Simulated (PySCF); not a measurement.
Two species compared at the same levels of theory.

First species: C5H5FOS.
SMILES: `C#C[C@@]1(F)CC[S@@]1=O`

Second species: C3H9NSi.
Structure used (GFN2-xTB), in Å, numbered top down from 1:
```
atom  x, y, z in Å
C1     2.1707   -0.0343    0.8906
C2     1.1904    0.5449    0.2194
C3     0.4652   -0.0642   -0.9235
Si4   -1.2551   -0.7120   -0.4058
N5    -2.1381    0.6617    0.1438
H6     2.5360   -1.0127    0.6229
H7     2.6542    0.4429    1.7264
H8     0.8505    1.5309    0.5128
H9     1.0447   -0.8902   -1.3341
H10    0.3357    0.6765   -1.7125
H11   -1.0702   -1.7904    0.5793
H12   -1.9945   -1.2102   -1.5670
H13   -3.1011    0.5429    0.4134
H14   -1.6892    1.3136    0.7672
```

Levels: wB97X-D/def2-SVPD for dipole moment, HOMO energy, LUMO energy, HOMO–LUMO gap, static isotropic polarisability and electronic spatial extent ⟨r²⟩ about the centre of nuclear charge; TDDFT wB97X-D/def2-SVPD for lowest singlet excitation; TDA wB97X-D/def2-SVPD for lowest triplet excitation (Tamm–Dancoff); GFN2-xTB for rotational constant A and rotational constant C. Geometries: GFN2-xTB. All species are isolated and taken at one optimised geometry, non-relativistic unless stated. Electronic properties by PySCF.

Dipoles, sizes and rotational constants follow the conformer. The torsions of the flexible species, by atom-mapped SMILES:
- `[CH2:1]=[CH:2][CH2:3][SiH2:4][NH2:5]`: C1–C2–C3–Si4 103°, C2–C3–Si4–N5 62°, H–N5–Si4–C3 176°, H–N5–Si4–C3 -46°

Values for the first species:

| Property | Result |
| --- | --- |
| Dipole moment | 4.83 D |
| HOMO energy | -8.85 eV |
| LUMO energy | 0.81 eV |
| HOMO–LUMO gap | 9.66 eV |
| Lowest singlet excitation | 4.90 eV |
| Lowest triplet excitation (Tamm–Dancoff) | 4.09 eV |
| Static isotropic polarisability | 80.8 au |
| Electronic spatial extent ⟨r²⟩ about the centre of nuclear charge | 983 bohr² |
| Rotational constant A | 2.709 GHz |
| Rotational constant C | 1.373 GHz |

(1) Estimate the same properties for the second species, and the change in each.

Results:

(1) 
| property | first | second | second less first |
| --- | --- | --- | --- |
| dipole moment | 4.83 D | 0.84 D | -3.99 D |
| HOMO energy | -8.85 eV | -8.88 eV | -0.03 eV |
| LUMO energy | 0.81 eV | 1.76 eV | +0.95 eV |
| HOMO–LUMO gap | 9.66 eV | 10.64 eV | +0.98 eV |
| lowest singlet excitation | 4.90 eV | 6.49 eV | +1.59 eV |
| lowest triplet excitation (Tamm–Dancoff) | 4.09 eV | 4.43 eV | +0.34 eV |
| static isotropic polarisability | 80.8 au | 72.3 au | -8.5 au |
| electronic spatial extent ⟨r²⟩ about the centre of nuclear charge | 983 bohr² | 698 bohr² | -285 bohr² |
| rotational constant A | 2.709 GHz | 7.824 GHz | +5.115 GHz |
| rotational constant C | 1.373 GHz | 1.911 GHz | +0.538 GHz |

On the first: The 8 singlets span 4.90 to 6.95 eV, and their oscillator strengths add up to 0.28. The vertical singlet–triplet gap S1 − T1 is 0.81 eV (TDDFT singlet less Tamm–Dancoff triplet; S1: HOMO→LUMO, weight 0.87; T1: HOMO→LUMO, weight 0.76).

On the second: The dipole equals about 2.8 × 10⁻³⁰ C·m (1 D = 3.33564 × 10⁻³⁰ C·m). The polarisability is 10.71 Å³ as a volume (1 au = 0.148185 Å³), or 1.51 au for each of the 48 electrons.
